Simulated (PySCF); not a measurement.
Te(H)(SiH3), SMILES [SiH3][TeH] (H4SiTe) (B3LYP/def2-SVP optimised geometry):

```
6

Te    -0.069    -1.549     0.000
H      1.604    -1.549     0.000
Si    -0.153     0.979     0.000
H      0.523     1.547    -1.200
H      0.470     1.549     1.228
H     -1.604     1.316    -0.031
```

Calculation: B3LYP/def2-TZVP, def2 effective core potentials past Kr (PySCF 2.14.0).

What are the frontier orbital energies and the dipole moment?

HOMO-2 -9.53 eV, HOMO-1 -8.26 eV, HOMO -6.31 eV, LUMO -1.05 eV, LUMO+1 -0.55 eV; dipole moment 0.54 D.

On the same geometry PBE/def2-TZVP, def2 effective core potentials past Kr in PySCF gives HOMO-2 -8.47 eV, HOMO-1 -7.45 eV, HOMO -5.51 eV, LUMO -1.63 eV, LUMO+1 -1.13 eV; dipole moment 0.48 D.
